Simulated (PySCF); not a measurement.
Cost against size for one kind of job: PySCF 2.14.0, density-fitted response routines, GIAO PBE0/pcSseg-1 NMR shielding, non-relativistic, gas phase; work: shieldings, charges and field gradients. Hardware: an Intel Xeon with one thread, on a shared host. Other jobs ran on the host; a repeat could differ by tens of per cent or more. Peak memory is the resident size of the whole Python process, interpreter and libraries included.

| species (SMILES) | atoms | electrons | basis functions | SCF cycles | wall time | peak memory |
| --- | --- | --- | --- | --- | --- | --- |
| CC(C)CC(C)(C)CS | 27 | 82 | 250 | 13 | 91 s | 1.2 GiB |
| CC[C@](C)(CS)C(C)C | 27 | 82 | 250 | 13 | 85 s | 1.1 GiB |
| CSCC(C)(C)C(C)C | 27 | 82 | 250 | 13 | ? | ? |
| CC[C@H](SC)C(C)(C)C | 27 | 82 | 250 | 13 | 80 s | 1.2 GiB |
| CCSCC(C)(C)CC | 27 | 82 | 250 | 13 | 77 s | 1.2 GiB |
| CCCS[C@@H](C)C(C)C | 27 | 82 | 250 | 12 | 82 s | 1.2 GiB |

Estimate the withheld figures.

`CSCC(C)(C)C(C)C`: 91 s, 1.2 GiB.
